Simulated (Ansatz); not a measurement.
def2 core potentials replace the inner electrons of Sn.

B3LYP has the VWN-RPA correlation part, as in Gaussian. 

Z-matrix (Å, degrees):
```
Sn
Cl 1 2.3611
Cl 1 2.3611 2 107.66
Cl 1 2.3611 2 107.66 3 -115.81
```
Charge 0, spin multiplicity 2.

Estimate the total energy, highest occupied spin orbital and dipole moment that Ansatz (an electronic-structure program) with B3LYP-D3(BJ)/def2-TZVP // PBE0-D3(BJ)/def2-SVP returns for this input.


```json
{
  "total_energy": "-1595.1908 Ha",
  "highest_occupied_spin_orbital": "-7.60 eV",
  "dipole_moment": "2.11 D"
}
```
